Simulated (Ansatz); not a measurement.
B2H4F2⁻, that is diborane 1,2-di F with one electron more. Total charge -1; doublet. Geometry B3LYP-D4/def2-TZVP, that of the neutral singlet.

```csv
atom,x (Å),y (Å),z (Å)
B1,-0.0191,0.8985,0.0494
F2,-0.4661,1.4676,1.1791
H3,0.3471,1.5490,-0.8755
H4,-0.8827,0.0065,-0.4402
B5,0.0297,-0.8963,-0.0764
F6,-0.3814,-1.6406,0.9613
H7,0.4278,-1.3908,-1.0811
H8,0.9448,0.0061,0.2834
```

At PBE-D4/def2-TZVPD, r2SCAN-D4/def2-TZVPD, PBE0-D4/def2-TZVPD the highest occupied level of the charge -1 doublet lies above zero (up to 1.95 eV). By energy differences it is unbound by 0.69 eV (vertical, against the charge 0 singlet, at r2SCAN-D4/def2-TZVPD) and held by the finite basis.

Task: Estimate the α-spin orbital energies around the gap (eV) in Ansatz with PBE-D4/def2-TZVPD, r2SCAN-D4/def2-TZVPD, PBE0-D4/def2-TZVPD.

Result: 
| orbital | PBE-D4/def2-TZVPD | r2SCAN-D4/def2-TZVPD | PBE0-D4/def2-TZVPD |
| --- | --- | --- | --- |
| HOMO−5 | -7.06 | -7.55 | -9.14 |
| HOMO−4 | -6.86 | -7.32 | -8.98 |
| HOMO−3 | -5.33 | -5.77 | -7.14 |
| HOMO−2 | -4.97 | -5.33 | -6.63 |
| HOMO−1 | -4.27 | -4.63 | -5.93 |
| HOMO | 1.90 | 1.95 | 1.61 |
| LUMO | 2.54 | 2.71 | 2.89 |
| LUMO+1 | 2.58 | 2.84 | 3.43 |
| LUMO+2 | 3.29 | 3.51 | 3.76 |
| LUMO+3 | 3.88 | 3.94 | 4.28 |
| LUMO+4 | 4.02 | 4.20 | 4.58 |
| LUMO+5 | 4.18 | 4.51 | 4.68 |
| β HOMO | -4.25 | -4.61 | -5.91 |
| β LUMO | 2.46 | 2.58 | 2.89 |
